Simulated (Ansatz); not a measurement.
`C[SiH](Cl)[NH][AlH2]` + H₂ → `C[SiH2][NH][AlH2]` + HCl  (hydrogenolysis of the Si–Cl bond)

Program: Ansatz. Geometries: PBE0-D4/def2-TZVP. ΔE: electronic, gas phase. CBS: MP2 limit from def2 TZ/QZ plus the TZ coupled-cluster correction, frozen cores. This one scheme is used for every species. Each species was taken in one conformer, which may not be the lowest.

`C[SiH](Cl)[NH][AlH2]`:

Z-matrix (Å, degrees):
```
C
Si 1 1.856
H 1 1.093 2 110.7
H 1 1.092 2 110.7 3 119.6
H 1 1.093 2 110.4 3 -120.1
Cl 2 2.076 1 106.5 3 -62.7
N 2 1.713 1 113.0 3 59.5
H 2 1.481 1 112.7 3 -178.9
Al 7 1.787 2 128.7 1 138.0
H 7 1.013 2 114.8 1 -47.1
H 9 1.582 7 117.3 2 177.4
H 9 1.579 7 117.9 2 -3.6
```

H₂:

Z-matrix (Å, degrees):
```
H
H 1 0.746
```

`C[SiH2][NH][AlH2]`:

```xyz
12

C    -1.026   -0.843   -1.537
Si   -0.897    0.080    0.082
N     0.651    0.815    0.317
Al    1.869    0.507    1.579
H    -2.018   -1.289   -1.647
H    -0.867   -0.171   -2.385
H    -0.283   -1.642   -1.593
H    -1.982    1.105    0.120
H    -1.094   -0.855    1.223
H     0.882    1.536   -0.356
H     3.198    1.367    1.540
H     1.567   -0.608    2.658
```

HCl:

Cartesian coordinates in Å:
```
Cl -0.211 0.464 0.385
H 0.211 -0.464 -0.385
```

```json
{"species": "`C[SiH](Cl)[NH][AlH2]`", "MP2/CBS(def2) energy (Eh)": "-1087.87551"}
{"species": "H₂", "MP2/CBS(def2) energy (Eh)": "-1.16771"}
{"species": "`C[SiH2][NH][AlH2]`", "MP2/CBS(def2) energy (Eh)": "-628.64901"}
{"species": "HCl", "MP2/CBS(def2) energy (Eh)": "-460.35267"}
```

**Question.** Work out ΔE.

**Answer.** ΔE = (-628.64901) + (-460.35267) − (-1087.87551) − (-1.16771) = 0.04154 Eh = +109.1 kJ/mol. CCSD(T)/CBS gives +98.5 kJ/mol.

Largest T1 diagnostic among the species: 0.011.

The D4 term adds +9.4 kJ/mol with B3LYP and +5.1 kJ/mol with PBE0; it sums over pairs of atoms, weighted by their polarisabilities, and B3LYP, whose exchange is more repulsive, gets the larger term. In def2-TZVPP, CCSD(T) changes the Hartree–Fock value by +8.6 kJ/mol (the triples alone add +3.6 kJ/mol) and MP2 by +19.1 kJ/mol.

B3LYP here is the variant with VWN-RPA as its local correlation; programs differ in this.
